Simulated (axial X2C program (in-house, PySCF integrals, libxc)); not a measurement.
## SeH: cheaper levels and CCSD(T), two-component

All values were computed with an in-house all-electron X2C program for linear molecules (integrals from PySCF). Two-component (2c) means X2C with spin–orbit coupling and atomic mean-field two-electron Coulomb and Gaunt terms. Basis: Se dyall-cv3z [8s9p6d4f1g], H dyall-v3z [6s2p1d] (cores contracted in-house); Gaussian nuclei, density fitting, unrestricted open shells. Masses: Se 79.917 u, H 1.008 u.

State: Ω = 3/2 (⟨Sz⟩ = 0.50, ⟨Lz⟩ = 1.00 at HF); fragments Se + H.

```json
{"level": "PBE0", "Re (Å)": "1.469", "ωe (cm⁻¹)": "2421.4", "De (eV)": "3.32"}
{"level": "HF", "Re (Å)": "1.454", "ωe (cm⁻¹)": "2546.0", "De (eV)": "n/a"}
{"level": "MP2", "Re (Å)": "1.461", "ωe (cm⁻¹)": "2483.6", "De (eV)": "3.13"}
{"level": "CCSD", "Re (Å)": "1.468", "ωe (cm⁻¹)": "2423.9", "De (eV)": "3.21"}
{"level": "M06", "Re (Å)": "1.472", "ωe (cm⁻¹)": "2406.5", "De (eV)": "3.33"}
```

Correlated methods: 7 electrons correlated (number of frozen shells: Se 3 s, 2 p, 1 d; H none), 145 virtual spin orbitals or spinors in MP2, 74 natural virtuals in coupled cluster.

CCSD(T), same Hamiltonian and basis:

Re = 1.470 Å, ωe = 2405.9 cm⁻¹, De = 3.26 eV; T1 = 0.008 (Lee–Taylor normalisation).

Q: Give the differences from CCSD(T) in the columns below.

A: 

| level | ΔRe (Å) | Δωe (cm⁻¹) | ΔDe (eV) |
| --- | --- | --- | --- |
| PBE0 | -0.001 | 16 | 0.06 |
| HF | -0.016 | 140 | n/a |
| MP2 | -0.009 | 78 | -0.13 |
| CCSD | -0.002 | 18 | -0.05 |
| M06 | 0.002 | 1 | 0.07 |

One determinant describes the state; a PBE0 search over occupations chose it and may have missed a lower one. Dissociation energies refer to the lowest single-determinant-based atoms at the same level and basis. De is not given where an atomic determinant may have missed its ground term or J level, or where the truncated virtual space spoils (T). Density functionals use the spin component along the axis (collinear). CCSD and (T) use frozen natural virtuals with an MP2 correction for the truncation; (T) itself is uncorrected, so its De runs slightly low. Without a current term, density functionals place determinants with orbital angular momentum somewhat too high.
